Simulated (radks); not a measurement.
Neutral technetium inside a hard spherical wall (all orbitals vanish at R), configuration held at [Kr] 4d5 5s2 and not refilled when levels cross. Method: scalar-relativistic Kohn-Sham, LDA (Slater exchange, Perdew-Wang correlation), spin-polarised, spherical densities, finite nucleus; open shells are filled with parallel spins first (spin-orbit coupling, left out, can overturn this in heavy ions); Fermi nuclear charge, rms radius 4.4112 fm; computed with a radial shooting solver on a logarithmic mesh with Libxc functionals. Eigenvalues in eV for spin up, with the zero of energy where the potential of the charges vanishes at infinity; a dash marks a level that is unbound or too diffuse for the functional's potential to be trusted. A positive occupied level is held by the wall or, in an anion where self-interaction has pushed it up, behind a barrier. The pressure on the wall is -dE/dV.

R (bohr)  E (hartree)  kinetic (hartree)    e(4s)    e(4p)   e(4d)   e(5s)  e(5p, empty)  e(6s, empty)  pressure (GPa)
free      -4281.32907           4419.401  -74.329  -46.433  -7.864  -5.746        -1.747        -0.065               0
20        -4281.32907           4419.401  -74.329  -46.433  -7.864  -5.746        -1.747         0.032        < 0.0001
15        -4281.32907           4419.401  -74.329  -46.432  -7.864  -5.746        -1.745         0.267        < 0.0001
10        -4281.32855           4419.406  -74.288  -46.391  -7.824  -5.711        -1.641         1.708          0.0141
8         -4281.32397           4419.442  -74.076  -46.180  -7.624  -5.527        -1.252         4.213           0.210
6         -4281.27988           4419.692  -72.997  -45.113  -6.633  -4.434         0.594        12.297            3.68
5         -4281.16936           4420.212  -71.318  -43.472  -5.117  -2.413         3.609        23.096            18.1
4         -4280.76134           4421.884  -67.339  -39.643  -1.431   3.520        11.709        47.999             111
2.5       -4275.52339           4440.750  -45.257  -17.908  23.407  57.269        75.748        202.13            4050
2         -4265.35114           4474.107  -19.901    9.261  56.412  138.00        163.53        385.54           20600
1.5       -4227.78544           4581.377   53.774   90.278  150.34  372.78        405.82        856.14          149000
